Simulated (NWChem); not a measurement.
System: BaHSF; SMILES [Ba]([F])[SH]

The following NWChem deck was run.

```
start job
memory heap 200 mb stack 900 mb global 1100 mb
geometry units angstroms noautoz
  Ba     0.270878     0.400202    -0.001699
  F     -1.508093     1.730982     0.001525
  S     -0.302115    -2.450058    -0.001715
  H      1.013418    -2.777467    -0.002747
end
basis spherical
  * library def2-svpd
end
ecp
  Ba library def2-ecp
end
dft
  xc xcamb88 1.00 lyp 0.81 vwn_5 0.19 hfexch 1.00
  cam 0.33 cam_alpha 0.19 cam_beta 0.46
  iterations 150
end
tddft
  cis
  nroots 6
  notriplet
end
task tddft energy
```

Coordinates come from a PBE0/def2-SVP optimisation. No frequency run checked for a minimum. def2 effective core potentials on Ba; no spin-orbit coupling.

Vertical excitations in the gas phase.

Question: What results follow from this input? (CAM-B3LYP/def2-SVPD with def2 effective core potentials on Ba, TDA.) Quantities: lowest excitation, singlet (eV); oscillator strength of that lowest state; lowest state with f > 0.02, singlet (eV); oscillator strength of that bright state; orbital gap (eV).

Answer: The lowest excitation, singlet (eV) is 3.51, the oscillator strength of that lowest state is 0.025 and the lowest state with f > 0.02, singlet (eV) is 3.51. The oscillator strength of that bright state is 0.025 and the orbital gap (eV) comes out as 5.89.
